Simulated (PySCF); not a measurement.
# How methods differ on the excitation energy of Pb

Pb [Xe] 4f14 5d10 6s2 6p2 (3P) → Pb [Xe] 4f14 5d10 6s2 6p1 6d1 (high-spin determinant), as a difference of total energies. Computed with PySCF 2.14 in x2c-TZVPPall with one added diffuse shell each of s, p, d, f type (12s8p7d4f, 99 functions), with the spin-free X2C one-electron Hamiltonian (Gaussian nucleus). Correlated levels: valence: [Xe] 4f14 5d10 frozen; valence and next inner shell: [Kr] 4d10 4f14 frozen. The calculations carry no spin-orbit coupling.

```
                                method  excitation energy (eV)
                                   UHF                   5.214
                                   LDA                   5.165
                                   PBE                   4.937
                                  PBE0                   5.109
                                r2SCAN                   5.266
                                B2PLYP                   5.165
                                 TPSSh                   5.049
                               r2SCAN0                   5.380
                         MP2 (valence)                   5.308
                     SCS-MP2 (valence)                   5.286
    MP2 (valence and next inner shell)                   5.384
SCS-MP2 (valence and next inner shell)                   5.306
```

How much does correlation contribute at MP2 (valence and next inner shell)?

5.384 − (5.214) = 0.170 eV, measured against UHF.

Spin-orbit coupling is strong in these open shells (close to jj coupling). The scalar numbers leave it out and a first-order estimate fails, so it can dominate the gap to the real levels.

The promoted electron is Rydberg-like, and one or two diffuse shells describe it only roughly, which tends to raise the upper state.

The determinant of the upper state mixes LS terms, which raises its energy above the lowest term, most at the Hartree-Fock and MP2 levels.
